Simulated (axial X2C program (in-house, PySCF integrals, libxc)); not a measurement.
# HfF: nuclear properties from DFT to coupled cluster

Calculated with an axial X2C code built on PySCF integrals: two-component X2C with atomic mean-field Coulomb and Gaunt terms, Gaussian nuclei, basis Hf dyall-acv3z, F dyall-av3z with contracted cores.

R = 1.853 Å (near the PBE0 minimum at charge 0 of the determinant lowest at the starting distance; the state shown can have its own minimum elsewhere); state Ω = 3/2 (⟨Sz⟩ = -0.48, ⟨Lz⟩ = 1.98 at PBE0).

| level | Eeff magnitude (GV/cm) | Ws magnitude Hf (kHz) | A∥/gI Hf (MHz) | A∥/gI F (MHz) | μ (D) |
| --- | --- | --- | --- | --- | --- |
| PBE0 | 14.9 | 9.53 | 491 | 6.01 | -1.61 |
| HF | 81 | 52.5 | -268 | 5.74 | -1.04 |
| B3LYP | 9.52 | 6.26 | 564 | 5.54 | -1.80 |

Eeff is the effective electric field on the electron electric dipole moment in this Ω state and Ws the scalar–pseudoscalar constant of the nucleus named (defined with the proton number Z and per Ω); A∥ (defined per Ω) follows by multiplying with gI = μI/(I μN); μ is positive if the F end (last atom) is positive. The operators were transformed with the bare-nucleus X2C matrices; with these basis sets, hyperfine constants and field gradients can be off by tens of per cent, and where levels differ in sign neither size nor sign is settled.

Finite-field MP2, CCSD and CCSD(T), with 19 electrons correlated in 130 natural virtual spinors (MP2 remainder added):

| level | Eeff magnitude (GV/cm) | Ws magnitude Hf (kHz) | A∥/gI Hf (MHz) | A∥/gI F (MHz) | μ (D) |
| --- | --- | --- | --- | --- | --- |
| MP2 | 59.3 | 38.4 | 355 | 3.66 | -1.44 |
| CCSD | 33.3 | 21.9 | 610 | 4.8 | -1.58 |
| CCSD(T) | 24.5 | 16.2 | 717 | 4.57 | -1.55 |

T1 = 0.048 (Lee–Taylor), a sign of multireference character. One unrestricted determinant, the lowest of a limited PBE0 search, is the reference; the functionals treat spin collinearly. Eeff spreads by more than a factor of two over the levels. Correlation of the inner shells is missing, which matters for properties at the nucleus. Number of frozen shells: Hf 4 s, 3 p, 2 d, 1 f; F 1 s.

(1) By how much does correlation change each value, CCSD(T) against HF?

Results:

(1) Eeff magnitude -70 %; Ws magnitude Hf -69 %; A∥/gI Hf from -268 to 717, a change of sign; A∥/gI F -20 %; μ 49 %.
